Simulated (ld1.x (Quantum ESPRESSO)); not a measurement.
Before and after: PAW potential for Co (Z = 27)

- Element: cobalt (Co)
- Generator: ld1.x (Quantum ESPRESSO) 7.5
- Type: PAW
- Functional: PBE
- Relativity: scalar-relativistic
- Frozen core: [Ar]
- Valence charge: 9
- Reference configuration: 3d7 4s1.5 4p0.5
- Partial waves: 4s (bound): rcut 2.15, rcutus 2.50 bohr; 4s channel at 2.65 Ry: rcut 2.15, rcutus 2.50 bohr; 4p (bound): rcut 2.65, rcutus 2.95 bohr; 4p channel at 2.55 Ry: rcut 2.65, rcutus 2.95 bohr; 3d (bound): rcut 1.60, rcutus 1.85 bohr; 3d channel at 4.3 Ry: rcut 1.60, rcutus 1.85 bohr
- Local potential: all-electron potential smoothed inside 2.20 bohr (lloc = -2)
- Core correction: Bessel-smoothed model core inside 1.10 bohr
- Augmentation charge: PSQ, inside the norm-conserving radii

Change: core correction a·sin(br)/r model core, default radius (ld1.x builds one for every PAW set, though the input has nlcc=.false.).

Cutoffs: the cutoffs (Ry, on a coarse ladder) from which the occupation-weighted sum of valence levels, in a spherical-Bessel basis at the reference potential, stays within 10 and 1 mRy of its value at 400 Ry; they do not see the model core or the augmentation charge, which bear on the density cutoff. Errors are all-electron minus pseudo energies relative to the spin-unpolarised reference configuration.

**Question.** How do hardness, ghosts and transferability respond?

**Answer.** The potential gets neither clearly harder nor softer (35 Ry and 50 Ry → 35 Ry and 50 Ry); of the 7 tests that both files solve, the error grows in 1 and shrinks in 4 by more than 15 % and 0.3 meV (median size 2.6 → 0.3 meV); neither file shows a bound ghost. A model core, the more so a compact one, raises the density cutoff, which this test does not measure.

```tsv
quantity	base	changed
cutoff, loose	35 Ry	35 Ry
cutoff, tight	50 Ry	50 Ry
bound ghosts	none	none
error for 3d7 4s2 4p0, meV [ΔE -2.14 eV]	+0.1	+0.2
error for 3d7 4s1 4p0, meV [ΔE 6.89 eV]	-1.8	+0.2
error for 3d7 4s0 4p0, meV [ΔE 23.68 eV]	-13	+9.9
error for 3d8 4s0 4p0, meV [ΔE 4.34 eV]	-101	-123
error for 3d7 4s0 4p2, meV [ΔE 6.84 eV]	-2.6	-0.6
error for 3d7 4s0 4p1, meV [ΔE 12.26 eV]	-4.7	0.0
error for 3d7 4s1 4p1, meV [ΔE 2.22 eV]	-0.4	-0.3
s: phases at 3.19 bohr within 0.05 rad from the reference energy up to (Ry; the scan ends near 5)	to the end of the scan	to the end of the scan
p: phases at 3.19 bohr within 0.05 rad from the reference energy up to (Ry; the scan ends near 5)	to the end of the scan	to the end of the scan
d: phases at 3.19 bohr within 0.05 rad from the reference energy up to (Ry; the scan ends near 5)	to the end of the scan	to the end of the scan
lowest overlap eigenvalue by channel	s 0.66, p 0.67, d 0.87	s 0.66, p 0.67, d 0.87
```
